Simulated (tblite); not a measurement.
Species: C₇H₁₃O (charge -1).
Atom-mapped SMILES: `[O-:1][CH2:2][CH2:3][CH:4]1[CH2:5][CH2:6][CH2:7][CH2:8]1` (hydrogens: H9, H10 on C2; H11, H12 on C3; H13 on C4; H14, H15 on C5; H16, H17 on C6; H18, H19 on C7; H20, H21 on C8)

Computed geometry: GFN2-xTB, gas phase.

(1) What internal coordinates does the optimisation give?

## Answers

(1) 
```
          bond  length (pm)   order
         O1–C2        129.5  single
         C2–C3        158.5  single
         C3–C4        152.3  single
  C4–C5, C4–C8        154.4  single
  C5–C6, C7–C8        152.8  single
         C6–C7        152.5  single
 C2–H9, C2–H10        115.7  single
C3–H11, C3–H12        109.4  single
        C4–H13        109.7  single
C5–H14, C8–H21        109.1  single
C5–H15, C8–H20        109.2  single
C6–H16, C7–H18        109.2  single
C6–H17, C7–H19        109.3  single
```

Bonds in one row agree within 1 pm and their mean is given. Orders are formal, as drawn. A selection of angles:
```
     angle  degrees
  O1–C2–C3    115.0
  O1–C2–H9    114.5
  C3–C2–H9    104.7
 C3–C2–H10    103.7
 H9–C2–H10    102.7
  C2–C3–C4    114.6
 C2–C3–H11    106.8
 C4–C3–H11    109.5
H11–C3–H12    107.5
  C3–C4–C5    112.7
 C3–C4–H13    107.8
  C5–C4–C8    104.9
 C5–C4–H13    109.0
  C4–C5–C6    105.0
 C4–C5–H14    109.4
 C4–C5–H15    112.3
 C6–C5–H14    109.4
 C6–C5–H15    112.7
H14–C5–H15    108.1
  C5–C6–C7    102.4
 C5–C6–H16    113.0
 C5–C6–H17    110.1
 C7–C6–H16    112.9
 C7–C6–H17    110.0
H16–C6–H17    108.4
  C6–C7–C8    103.8
 C6–C7–H18    109.2
 C6–C7–H19    112.9
 C8–C7–H18    110.1
 C8–C7–H19    112.6
 C7–C8–H20    110.1
 C7–C8–H21    111.8
 C4–C8–H20    110.4
```

Torsions: O1–C2–C3–C4 -179° (antiperiplanar); C2–C3–C4–C5 169° (antiperiplanar); C3–C4–C5–C6 147° (anticlinal); C4–C5–C6–C7 -40° (synclinal); C5–C6–C7–C8 41° (synclinal); C6–C7–C8–C4 -27° (synperiplanar); C3–C4–C8–C7 -121° (anticlinal). The mirror-image conformer, all signs reversed, is as good.

The 5-membered ring C4–C5–C6–C7–C8 has internal angles of 102.4° to 106.5° (sum 522°, against 540° for a flat polygon); it is puckered, 0.18 Å rms from its mean plane, widest ring torsion 41°. The C–C distances run from 1.523 Å (C3–C4, drawn single) to 1.585 Å (C2–C3, drawn single), a spread of 0.062 Å. Of the pairs four or more bonds apart, H9···H21 is among the closest relative to their van der Waals radii: 2.32 Å, 97 % of the sum of Bondi's values.

Point group: C1 (no symmetry element, even within 0.4 Å). Its GFN2-xTB frequencies are all real (lowest 18 cm⁻¹). 2 starts were optimised and ended at 0.00 and 0.05 kcal/mol (GFN2-xTB); the lowest of these is shown.
